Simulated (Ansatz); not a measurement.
Two isomers of C8H16: A = `C[C@H]1CC[C@H](C)CC1`, B = `CC1(C)CCCCC1`.

Program: Ansatz. Geometries: PBE0-D4/def2-TZVP. ΔE: electronic, gas phase. CBS: MP2 limit from def2 TZ/QZ plus the TZ coupled-cluster correction, frozen cores. DFT in def2-TZVPP. B3LYP here is the variant with VWN-RPA as its local correlation; programs differ in this.

**Question.** Which is lower in electronic energy at CCSD(T)/CBS, and by how much? (An estimate is asked.)

**Answer.** Ansatz gave: A, by 3.3 kJ/mol.

**Question.** Give E(B) − E(A) in kJ/mol with ωB97M-V, B3LYP-D4, r2SCAN-D4, LDA (SPW92), CCSD/def2-TZVPP, PBE0-D4, PBE-D4. (Estimate.)

**Answer.** Computed: ωB97M-V 3.5, B3LYP-D4 5.1, r2SCAN-D4 5.2, LDA (SPW92) 2.8, CCSD/def2-TZVPP 4.0, PBE0-D4 5.4, PBE-D4 5.3. None reverses the order clearly.

Largest T1 diagnostic: 0.009.

Leaving LDA and LC-ωPBE aside and taking each functional with its dispersion term where it has one, the values, not all of them listed here, spread over 4.5 kJ/mol, from revPBE-D4 to B2PLYP. LDA lies −6.4 kJ/mol from PBE without D4. The D4 term adds −6.1 kJ/mol with B3LYP and −3.4 kJ/mol with PBE0; it sums over pairs of atoms, weighted by their polarisabilities, and B3LYP, whose exchange is more repulsive, gets the larger term.
